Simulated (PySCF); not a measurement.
BrCl, charge -1, doublet, at the geometry of the source list (a state made from the parent by changing its charge; the spin is typed, not shown lowest). Base run: PySCF with DF-HF/3-21G.

The PySCF input:
```python
from pyscf import gto, scf

mol = gto.Mole()
mol.atom = '''
    Cl    1.06790000    0.00000000    0.00000000
    Br   -1.06790000    0.00000000    0.00000000
'''
mol.basis = '3-21g'
mol.charge = -1
mol.spin = 1
mol.verbose = 3
mol.build()

mf = scf.UHF(mol)
mf = mf.density_fit(auxbasis='def2-universal-jkfit')
mf.kernel()
```

Each row names what was changed in the base input (with any setting that the change needs).

```json
[
 {"change": "base", "basis functions": "35", "E (Eh)": "-3017.31337", "HOMO (eV)": "-0.98"},
 {"change": "basis = STO-3G", "basis functions": "27", "E (Eh)": "-2999.07718", "HOMO (eV)": "4.03"},
 {"change": "basis = cc-pVDZ", "basis functions": "45", "E (Eh)": "-3031.86778", "HOMO (eV)": "-1.08"},
 {"change": "basis = 6-31G*", "basis functions": "50", "E (Eh)": "-3031.56636", "HOMO (eV)": "-1.35"},
 {"change": "basis = 6-31G**", "basis functions": "50", "E (Eh)": "-3031.56636", "HOMO (eV)": "-1.35"},
 {"change": "basis = def2-SVP", "basis functions": "50", "E (Eh)": "-3031.42188", "HOMO (eV)": "-0.78"},
 {"change": "basis = def2-SV(P)", "basis functions": "50", "E (Eh)": "-3031.42188", "HOMO (eV)": "-0.78"},
 {"change": "basis = def2-SVPD", "basis functions": "68", "E (Eh)": "-3031.45719", "HOMO (eV)": "-1.65"},
 {"change": "basis = 6-311G**", "basis functions": "70", "E (Eh)": "-3031.86492", "HOMO (eV)": "-1.49"},
 {"change": "basis = def2-TZVP", "basis functions": "85", "E (Eh)": "-3031.91427", "HOMO (eV)": "-1.32"},
 {"change": "basis = def2-TZVPD", "basis functions": "103", "E (Eh)": "-3031.92343", "HOMO (eV)": "-1.51"},
 {"change": "basis = cc-pVQZ", "basis functions": "127", "E (Eh)": "-3031.98131", "HOMO (eV)": "-1.46"},
 {"change": "basis = def2-QZVP", "basis functions": "145", "E (Eh)": "-3031.98217", "HOMO (eV)": "-1.47"}
]
```

Totals compare only among sets that treat the same electrons; sets with core potentials leave the core out.

Open shells are given as the SCF converged; they aren't shown to be the lowest states, and a large step between rows can be another state.
